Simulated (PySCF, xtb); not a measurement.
cyclopentene (C₅H₈), SMILES C1CCCC=1. The values are those of a single conformer.

Harmonic wavenumbers (cm⁻¹) from GFN2-xTB run with xtb at its own minimum, in rising order: 113, 366, 622, 735, 747, 828, 876, 906, 971, 973, 1034, 1064, 1102, 1112, 1116, 1195, 1195, 1271, 1287, 1299, 1329, 1472, 1479, 1499, 1705, 2937, 2938, 2979, 2983, 2993, 3013, 3107, 3123.

Problem. What does B3LYP-D3(BJ)/def2-SVP (PySCF) give at its own minimum? (The exact figures need the calculation; the answer reports its results.)

Solution. 156, 392, 602, 714, 779, 823, 888, 912, 918, 977, 978, 1036, 1059, 1114, 1138, 1217, 1218, 1295, 1313, 1325, 1374, 1453, 1458, 1478, 1693, 3002, 3003, 3047, 3060, 3066, 3107, 3178, 3201. Paired by order, the mean absolute difference is 36 cm⁻¹ and the zero-point energies are 72.0 and 72.9 kcal/mol.
